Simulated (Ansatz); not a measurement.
Consider the atomization: `[CH3][AlH][CH2][GeH3]` → Al• + 2 C• + Ge• + 9 H•.

Calculated with Ansatz (gas phase, PBE0-D4/def2-TZVP geometries, no zero-point term in ΔE). CBS: MP2 limit from def2 TZ/QZ plus the TZ coupled-cluster correction, frozen cores. This one scheme is used for every species, atoms too. DFT in def2-TZVPP. Open shells (•) are unrestricted, without spin–orbit coupling. Spin–orbit coupling would lower the free atoms: a little for Al, C; clearly for Ge. For Ge outer-core shells are correlated without core-valence functions, so the limit isn't a true one: a few kJ/mol of doubt a bond, and 10 to 20 or more in all where bonds break to atoms. Scalar relativity is left out up to krypton. One conformer a species, not always the lowest.

```
          level  ΔE (kJ/mol)
         PBE-D4       4204.2
      r2SCAN-D4       4219.0
           PBE0       4165.8
CCSD/def2-TZVPP       4097.0
  HF/def2-QZVPP       3197.5
   HF/CBS(def2)       3198.0
  MP2/CBS(def2)       4213.0
 CCSD/CBS(def2)       4178.7
```

(1) What does CCSD(T)/CBS give? (An estimate is asked.)

Largest T1 diagnostic among the species: 0.018.

Answers

(1) Ansatz gave: +4220.6 kJ/mol. The listed levels differ from it by -16.4, -1.6, -54.8, -123.6, -1023.1, -1022.6, -7.6, -41.9 kJ/mol.

The D4 term adds +38.6 kJ/mol with B3LYP and +20.5 kJ/mol with PBE0; it sums over pairs of atoms, weighted by their polarisabilities, and B3LYP, whose exchange is more repulsive, gets the larger term. In def2-TZVPP, CCSD(T) changes the Hartree–Fock value by +944.3 kJ/mol (the triples alone add +41.9 kJ/mol) and MP2 by +936.7 kJ/mol; breaking electron pairs costs correlation energy, which Hartree–Fock lacks. From PBE to PBE0 (25 % exact exchange), in def2-TZVPP and without D4, ΔE moves by −14.4 kJ/mol: exact exchange takes away binding that semilocal exchange gives to molecules.

B3LYP here is the variant with VWN-RPA as its local correlation; programs differ in this.

For atomizations the MP2-based limit and the directly extrapolated one differ by several kJ/mol either way, and by 10 to 25 for some Ge, Se and Sn compounds, so smaller differences from it don't rank the levels.
